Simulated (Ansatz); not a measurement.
One geometry of Cu₅H₄, several levels of theory.

```yaml
crystal:
  periodic: [false, false, false]
  atoms:
    - {symbol: Cu, position_ang: [-2.131532, -2.430759, -0.742355]}
    - {symbol: Cu, position_ang: [-0.474842, -1.146195, 0.361480]}
    - {symbol: Cu, position_ang: [1.204334, 0.575327, 1.182707]}
    - {symbol: Cu, position_ang: [-1.468723, -0.403726, -1.719787]}
    - {symbol: Cu, position_ang: [0.085295, 1.286069, -0.965300]}
    - {symbol: H, position_ang: [1.107053, 1.851568, 0.127087]}
    - {symbol: H, position_ang: [0.613575, -0.873403, 1.554326]}
    - {symbol: H, position_ang: [1.954167, 0.116478, 2.450575]}
    - {symbol: H, position_ang: [-0.889326, 1.024631, -2.248733]}
basis:
  gaussian: {orbitals: def2-TZVP, initial_orbitals: start.molden}
magnetization: {spin_polarized: true, initial_magnetization: 1}
correlation: {method: mp2, frozen_orbitals: {Cu: 9, H: 0}}
scf: {omitted_lower_state_checks: [starts]}
output: {orbitals: {seedname: orbitals}}
```

The file start.molden holds the orbitals of an earlier run on this structure, at another level or in another basis.

```sh
$ ansatz run in.yaml --threads 4 --pin off --events-out ev --progress --plain --max-ram 4787MiB
```

Output, abridged:

```
Functional definition: HF
2557 factors; integrals over basis functions are off by at most 7.7e-4 eV
mean field evaluation 1: about -223046.1422 eV, gradient 3.4e1 eV
mean field evaluation 2: about -223049.3958 eV, gradient 3.9e0 eV
mean field evaluation 4: about -223050.1345 eV, gradient 1.3e0 eV
mean field evaluation 8: about -223050.1600 eV, gradient 5.0e-3 eV
mean field -223050.16002362 eV, -8196.9421920394 hartree, gradient 9.0e-6 eV, S^2 0.774737; 0 other end points of the search recorded, 0 dependent functions left out
45 core orbitals not correlated: weight in the atoms' cores, before any rotation towards them, 1.000 or more for the frozen orbitals, at most 0.000 for the correlated occupied ones
reference -223050.16002362 eV, -8196.9421920394 hartree; 30, 29 occupied and 174, 175 virtual orbitals, 2557 factors
second order -60.51597183 eV of doubles, -0.00000000 eV of singles
Total energy: -223110.67599545 eV, -8199.1661129851 hartree
Checks for a lower state left out: starts
```

Run time 36 s (4 threads of Arm Neoverse V2 on a shared host), peak host memory 1.5 GiB.

The first input with `hamiltonian: {xc: {name: r2SCANh}, dispersion: d4}` and without the key `correlation` (abridged; 34 s):

```
Functional definition: r2SCANh
mean field -223267.21897396 eV, -8204.9189613367 hartree, gradient 1.6e-5 eV, S^2 0.760756
Total energy: -223267.30606991 eV, -8204.9221620536 hartree
Checks for a lower state left out: starts
```

As the first input, with `gaussian: {orbitals: def2-SVP, initial_orbitals: start.molden}`, `hamiltonian: {xc: pbe, dispersion: d4}` and without the key `correlation` (abridged; 7 s):

```
Functional definition: PBE
mean field -223204.98565567 eV, -8202.6319290725 hartree, gradient 2.5e-5 eV, S^2 0.753325
Total energy: -223205.34243488 eV, -8202.6450404667 hartree
Checks for a lower state left out: starts
```

First input, but with `gaussian: {orbitals: def2-SVP, initial_orbitals: start.molden}`, `hamiltonian: {xc: pbe0, dispersion: d4}` and without the key `correlation` (abridged; 13 s):

```
Functional definition: PBE0
mean field -223204.88546418 eV, -8202.6282471032 hartree, gradient 3.8e-5 eV, S^2 0.758057
Total energy: -223205.19366810 eV, -8202.6395733884 hartree
Checks for a lower state left out: starts
```

First input, but with `hamiltonian: {xc: pbe0, dispersion: d4}` and without the key `correlation` (abridged; 23 s):

```
Functional definition: PBE0
mean field -223237.91827539 eV, -8203.8421805249 hartree, gradient 2.2e-5 eV, S^2 0.758355
Total energy: -223238.22647274 eV, -8203.8535065686 hartree
Checks for a lower state left out: starts
```

The first input with `hamiltonian: {xc: pbe, dispersion: d4}`, `output: {forces: true, orbitals: {seedname: orbitals}}` and without the key `correlation` (abridged; 12 s):

```
Functional definition: PBE
mean field -223239.29723056 eV, -8203.8928561928 hartree, gradient 2.3e-5 eV, S^2 0.753626
Total energy: -223239.65400342 eV, -8203.9059673533 hartree
Atom 0 force    -0.100217    -0.145029    -0.002662 eV/Å
Atom 1 force     0.145872     0.155542     0.062100 eV/Å
Atom 2 force    -0.010203     0.053066    -0.077780 eV/Å
Atom 3 force     0.040171     0.118258    -0.064310 eV/Å
Atom 4 force     0.007077    -0.147218     0.151279 eV/Å
Atom 5 force     0.027749     0.007114     0.015437 eV/Å
Atom 6 force    -0.004433    -0.034990     0.015851 eV/Å
Atom 7 force    -0.083909    -0.006716    -0.079367 eV/Å
Atom 8 force    -0.022106    -0.000027    -0.020548 eV/Å
Dipole moment:    -0.390876    -0.286290    -0.263943 e Å
Checks for a lower state left out: starts
```

First input, but with `gaussian: {orbitals: STO-3G}`, `hamiltonian: {xc: hf}` and without the key `correlation` (abridged; 36 s):

```
Functional definition: HF
mean field evaluation 16: about -220534.3367 eV, gradient 5.8e0 eV
mean field evaluation 32: about -220539.0198 eV, gradient 2.5e0 eV
mean field -220539.06039366 eV, -8104.6609827227 hartree, gradient 9.4e-6 eV, S^2 6.802343
Total energy: -220539.06039366 eV, -8104.6609827227 hartree
Checks for a lower state left out: starts
```

Geometry: B3LYP-D4/def2-SVP.

Correlated methods freeze 45 core orbitals. At HF/STO-3G the charge 0 doublet is spin-contaminated (final ⟨S²⟩ up to 6.80, 0.75 for a pure state). No other spin state of charge 0 was run. Another isomer (doublet) lies 1.49 eV lower at PBE0-D4/def2-TZVP; other spin states weren't run for this one.
